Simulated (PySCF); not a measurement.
Electronic structure of Se²⁺ (selenium, charge +2) at the UHF level

Configuration: [Ar] 3d10 4s2 4p1 5s1, high-spin 3P determinant (an excited configuration). Calculation: PySCF 2.14, in aug-cc-pVQZ-PP with ECP10MDF (7s6p5d3f2g, 89 functions); scalar relativity through the core potential.

```json
{
  "Total energy": "-370.220026 hartree",
  "One-electron energy": "-632.1289 hartree",
  "Hartree (Coulomb) energy": "288.8754 hartree",
  "Exchange energy": "-26.9665 hartree",
  "⟨S²⟩": "2.0076",
  "⟨L²⟩": "4.126",
  "Sum of ⟨r⟩": "19.89 bohr",
  "Sum of ⟨r²⟩": "34.28 bohr²",
  "Traceless quadrupole moment −½Σ⟨3z² − r²⟩ along its main axis": "2.57 e·bohr²"
}
```

```csv
shell,electrons,mean orbital energy (hartree),spread (hartree),"rms radius, mean of both spins (bohr)"
3s α,1,-9.95133,0,0.614
3s β,1,-9.93683,0,0.614
3p α,3,-7.82553,0.00007,0.637
3p β,3,-7.81093,0.03775,0.637
3d α,5,-3.63147,0.01351,0.685
3d β,5,-3.62123,0.03624,0.685
4s α,1,-1.76106,0,1.78
4s β,1,-1.62883,0,1.78
4p α,1,-1.28440,0,2.04
5s α,1,-0.57569,0,3.98
```

⟨L²⟩ = 4.13 against 2 for a pure P term, so this real determinant mixes terms. Energies and moments cover only the electrons outside the core potential. The outer electron is Rydberg-like, and this basis confines it to a smaller radius and binds it less than a complete one would. The s, p, d and f populations moved away from the nominal configuration during the SCF.
